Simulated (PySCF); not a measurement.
Species: C5H3NO2.
Atom-mapped SMILES: `[CH:1]#[C:2][C:3](=[O:4])[O:5][CH2:6][C:7]#[N:8]` (hydrogens: H9 on C1; H10, H11 on C6)

Structure optimised with GFN2-xTB, isolated species.

List the bond lengths, angles and torsions at this level.

| bond | length (Å) |
| --- | --- |
| C1≡C2 | 1.200 |
| C2–C3 | 1.441 |
| C3=O4 | 1.201 |
| C3–O5 | 1.345 |
| O5–C6 | 1.424 |
| C6–C7 | 1.450 |
| C7≡N8 | 1.141 |
| C1–H9 | 1.051 |
| C6–H10, C6–H11 | 1.098 |

Bonds in one row agree within 0.01 Å and their mean is given. A selection of angles:
| angle | degrees |
| --- | --- |
| C1–C2–C3 | 176.6 |
| C2–C3–O4 | 124.9 |
| C2–C3–O5 | 110.3 |
| O4–C3–O5 | 124.8 |
| C3–O5–C6 | 116.8 |
| O5–C6–C7 | 110.8 |
| C6–C7–N8 | 179.3 |

Torsions: C2–C3–O5–C6 180° (antiperiplanar); C3–O5–C6–C7 106° (anticlinal). The mirror-image conformer, all signs reversed, is as good.

Of the pairs four or more bonds apart, O4···H10 is among the closest relative to their van der Waals radii: 2.23 Å, 82 % of the sum of Bondi's values. The C–O distances run from 1.201 Å (C3=O4, drawn double) to 1.424 Å (O5–C6, drawn single), a spread of 0.223 Å. The 3 C–C bonds span 1.200 Å (C1≡C2, drawn triple) to 1.450 Å (C6–C7, drawn single), a spread of 0.250 Å.

Point group: C1 (no symmetry element, even within 0.4 Å). No GFN2-xTB frequencies stand behind this structure, so it isn't proved a minimum. One conformer, not necessarily the lowest.

The numbers are calculated, not measured.
